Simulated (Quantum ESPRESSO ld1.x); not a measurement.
Problem. Pb+, 81 electrons, occupied as [Hg] 6p1. All-electron calculation, non-relativistic Kohn-Sham, PBE, spin-unpolarised, spherical densities, point nucleus; relativity is left out, which matters for an element this heavy. Program: ld1.x of Quantum ESPRESSO 7.5. Some entries of the table are withheld. Estimate them.

orbital,occ.,eigenvalue (hartree),r(max) (bohr),<r> (bohr)
1s,2,-2903.31,0.012,0.01846
2s,2,-489.376,0.067,0.07762
2p,6,-471.267,0.051,0.06555
3s,2,-116.861,(1),0.1952
3p,6,-108.245,0.171,0.1858
3d,10,-92.1656,0.133,0.1619
4s,2,-26.0756,0.402,0.4267
4p,6,-22.2936,0.399,0.4294
4d,10,-15.3123,0.393,0.4337
4f,14,-5.85693,0.345,0.4441
5s,2,-4.48312,0.874,0.9493
5p,6,-3.21688,(2),1.019
5d,10,-1.17532,1.07,1.275
6s,2,(3),2.19,2.524
6p,1,-0.36431,2.62,3.087
7s,0,-0.14858,5.73,(4)
5f,0,-0.03724,10.2,12.61

Solution. 
(1) 3s r(max) (bohr): 0.181
(2) 5p r(max) (bohr): 0.917
(3) 6s eigenvalue (hartree): -0.59859
(4) 7s <r> (bohr): 6.274
